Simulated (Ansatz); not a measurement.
`F[SiH](Cl)[GeH2][Cl]` + `C[SeH]` → `C[Se][SiH](F)Cl` + `[Cl][GeH3]`  (cleavage of the Si–Ge bond)

Program: Ansatz. Geometries: PBE0-D4/def2-TZVP. ΔE: electronic, gas phase. CCSD(T)/CBS adds triple-zeta CCSD(T) − MP2 to the extrapolated MP2 energy (def2 sets, frozen cores). Functionals use def2-TZVPP. For Ge, Se outer-core shells are correlated without core-valence functions, which leaves a few kJ/mol of doubt a bond. Scalar relativity is left out up to krypton. One conformer a species, not always the lowest.

```tsv
level	ΔE (kcal/mol)	difference from CCSD(T)/CBS
r2SCAN-D4	-14.5	0.5
CAM-B3LYP-D4	-13.8	1.2
PBE-QIDH	-15.1	-0.1
PBE	-12.6	2.4
CAM-B3LYP	-13.5	1.5
LC-ωPBE	-13.9	1.1
HF/def2-SVP	-14.9	0.1
MP2/def2-TZVPP	-16.1	-1.1
SCS-MP2/def2-QZVPP	-15.9	-0.9
HF/CBS(def2)	-15.0	0.0
CCSD(T)/CBS	-15.0	0
```

Largest T1 diagnostic among the species: 0.011.

Leaving LDA and LC-ωPBE aside and taking each functional with its dispersion term where it has one, the values, not all of them listed here, spread over 2.2 kcal/mol, from PBE-QIDH to BLYP-D4. LDA lies −0.9 kcal/mol from PBE without D4. At CCSD(T), def2-SVP lies +0.9 kcal/mol from the extrapolated value and def2-TZVPP +0.8 kcal/mol. From BLYP to BHLYP (50 % exact exchange), in def2-TZVPP and without D4, ΔE moves by −2.1 kcal/mol.
